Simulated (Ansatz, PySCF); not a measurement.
Molecule: 3,3-dichlorosiletane, C$_{3}$H$_{6}$Cl$_{2}$Si, charge 0, multiplicity 1. SMILES: ClC1(Cl)C[SiH2]C1
Geometry from a B3LYP-D3(BJ)/def2-TZVP (Ansatz, an electronic-structure program) optimisation:
```xyz
12

Cl    -0.1948     0.8677    -1.5574
C     -0.3034     0.0455     0.0547
Cl    -2.0123     0.1581     0.6352
C      0.7338     0.6708     1.0076
Si     1.9209    -0.7079     0.4516
C      0.2282    -1.3947    -0.0800
H      0.4251     0.4996     2.0400
H      0.9158     1.7295     0.8566
H      2.6324    -1.4447     1.5202
H      2.8572    -0.3641    -0.6368
H     -0.1892    -2.0098     0.7187
H      0.0354    -1.8672    -1.0371
```
Charge 0, spin multiplicity 1.

Unscaled harmonic wavenumbers (cm⁻¹) in rising order, each level at the stationary point that it reaches from this structure (no distance between atoms moves by over 0.3 Å); the order of modes can differ between levels, and a negative number is imaginary. B3LYP-D3(BJ)/def2-TZVP (PySCF, at the structure above): 111, 241, 247, 347, 375, 378, 483, 509, 592, 643, 650, 765, 787, 801, 879, 933, 979, 1022, 1090, 1148, 1160, 1188, 1435, 1457, 2233, 2258, 3071, 3075, 3159, 3160.

HF/3-21G (Ansatz): 109, 243, 258, 360, 379, 393, 501, 552, 622, 678, 698, 828, 848, 858, 952, 1002, 1038, 1098, 1215, 1305, 1317, 1331, 1589, 1605, 2297, 2322, 3250, 3254, 3345, 3345. Zero-point energy 53.7 against 50.3 kcal/mol; where all levels lie over 400 cm⁻¹, the wavenumbers are on average 1.076 times those of B3LYP-D3(BJ)/def2-TZVP.

HF/6-31G* (Ansatz): 118, 269, 270, 376, 405, 417, 521, 551, 659, 699, 722, 837, 876, 882, 973, 1028, 1068, 1126, 1212, 1286, 1312, 1325, 1587, 1608, 2392, 2414, 3244, 3249, 3334, 3335. Zero-point energy 54.5 against 50.3 kcal/mol; where all levels lie over 400 cm⁻¹, the wavenumbers are on average 1.093 times those of B3LYP-D3(BJ)/def2-TZVP.

B3LYP/6-31G* (Ansatz): 110, 242, 246, 348, 373, 378, 480, 510, 589, 640, 643, 767, 789, 798, 892, 934, 977, 1035, 1105, 1164, 1182, 1201, 1464, 1485, 2251, 2279, 3087, 3091, 3176, 3177. Zero-point energy 50.6 against 50.3 kcal/mol; where all levels lie over 400 cm⁻¹, the wavenumbers are on average 1.006 times those of B3LYP-D3(BJ)/def2-TZVP.
